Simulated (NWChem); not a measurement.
Molecule: CH$_{3}$Li; SMILES [Li][CH3]

Computed with NWChem. Structure relaxed at the PBE0-D3(BJ)/def2-TZVP level. Level B3LYP/def2-SVP: energy and gradient on several grids; changes count from the extra-fine grid, which is no exact limit either.

| grid | size of the energy change (μHa) | largest change of a gradient component (μHa/bohr) |
|---|---|---|
| xcoarse | 70 | 200 |
| coarse | < 10 | < 30 |
| medium | < 10 | < 30 |
| fine | < 10 | < 30 |
| xfine | < 10 | < 30 |
